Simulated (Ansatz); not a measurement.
A nudged elastic band was laid between two geometries of CH3ClMgO + H2 (9 atoms, charge 0, multiplicity 1).

Method: RHF/def2-SVPD in Ansatz.

```json
{
 "movable images": "5",
 "climbing image": "yes",
 "spring": "5.0 eV/Å²",
 "optimiser": "quadratic models (default)",
 "start path": "through a guess of the saddle point",
 "force threshold": "0.05 eV/Å",
 "iteration limit": "60",
 "end points": "relaxed"
}
```

Initial state:

```xyz
9
Properties=species:S:1:pos:R:3
Mg -1.016 0.306 1.077
O -0.157 0.206 -0.458
C 0.393 0.203 -1.712
Cl -2.338 0.610 2.842
H 0.905 -0.979 1.918
H 0.545 -0.948 2.577
H 0.880 -0.753 -1.934
H 1.150 0.987 -1.822
H -0.362 0.370 -2.488
```

Final state:

```xyz
9
Properties=species:S:1:pos:R:3
Mg -0.630 -0.123 1.761
O 0.534 -0.266 0.071
C 0.287 0.152 -1.268
Cl -2.499 0.937 1.012
H 1.394 -0.640 0.176
H 0.271 -0.835 3.035
H 0.373 -0.697 -1.942
H 0.993 0.929 -1.551
H -0.723 0.543 -1.294
```

Task: What changes between the two ends?

Result: Bonds broken: H5–H6. Bonds formed: Mg1–H6, O2–H5. CH3ClMgO + H2 becomes CH5ClMgO.

Task: Give the energies along the band, and the barrier.

Result: The run converged. The highest image is number 2 of 0 to 6, 94.2 kJ/mol above the first end and 108.6 kJ/mol above the last; the last end lies 14.3 kJ/mol below the first. A vibrational analysis at the climbing image gives one clearly imaginary mode, 1682i cm⁻¹: a first-order saddle point. The orbitals stay closed-shell, which can raise the energy where a bond breaks towards radicals; this wasn't checked here.

```json
{"image": "0", "path coordinate (Å)": "0.00", "energy (kJ/mol)": "0.0", "H5–H6 (Å)": "0.75", "Mg1–H6 (Å)": "2.50", "O2–H5 (Å)": "2.86"}
{"image": "1", "path coordinate (Å)": "0.97", "energy (kJ/mol)": "9.4", "H5–H6 (Å)": "0.76", "Mg1–H6 (Å)": "2.41", "O2–H5 (Å)": "2.17"}
{"image": "2", "path coordinate (Å)": "1.94", "energy (kJ/mol)": "94.2", "H5–H6 (Å)": "1.03", "Mg1–H6 (Å)": "1.93", "O2–H5 (Å)": "1.23"}
{"image": "3", "path coordinate (Å)": "2.63", "energy (kJ/mol)": "19.1", "H5–H6 (Å)": "1.84", "Mg1–H6 (Å)": "1.75", "O2–H5 (Å)": "0.96"}
{"image": "4", "path coordinate (Å)": "3.32", "energy (kJ/mol)": "1.1", "H5–H6 (Å)": "2.30", "Mg1–H6 (Å)": "1.73", "O2–H5 (Å)": "0.95"}
{"image": "5", "path coordinate (Å)": "4.01", "energy (kJ/mol)": "-9.3", "H5–H6 (Å)": "2.68", "Mg1–H6 (Å)": "1.72", "O2–H5 (Å)": "0.95"}
{"image": "6", "path coordinate (Å)": "4.70", "energy (kJ/mol)": "-14.3", "H5–H6 (Å)": "3.08", "Mg1–H6 (Å)": "1.71", "O2–H5 (Å)": "0.94"}
```

Task: What is the geometry of the highest image?

Result: 
```xyz
9
Properties=species:S:1:pos:R:3:forces:R:3
Mg -0.911 0.107 1.520 0.01 -0.01 0.02
O 0.079 -0.061 -0.076 -0.02 0.01 0.02
C 0.447 0.088 -1.410 0.02 -0.01 -0.01
Cl -2.747 0.782 2.585 -0.01 0.00 0.00
H 0.727 -0.543 0.856 0.01 0.01 -0.01
H 0.775 -0.760 1.861 -0.01 0.00 -0.02
H 0.741 -0.871 -1.839 0.00 0.00 0.00
H 1.282 0.783 -1.509 0.00 0.00 0.00
H -0.392 0.477 -1.988 0.01 0.00 0.00
```

Task: What are the harmonic wavenumbers there?

Result: 1682i, 66, 95, 105, 197, 262, 363, 599, 896, 1215, 1284, 1293, 1354, 1597, 1604, 1608, 1733, 1973, 3161, 3237, 3244 cm⁻¹.

Time of the run: 2.2 min on 2 threads of Arm Neoverse V2, on a shared host, peak memory 0.28 GiB.
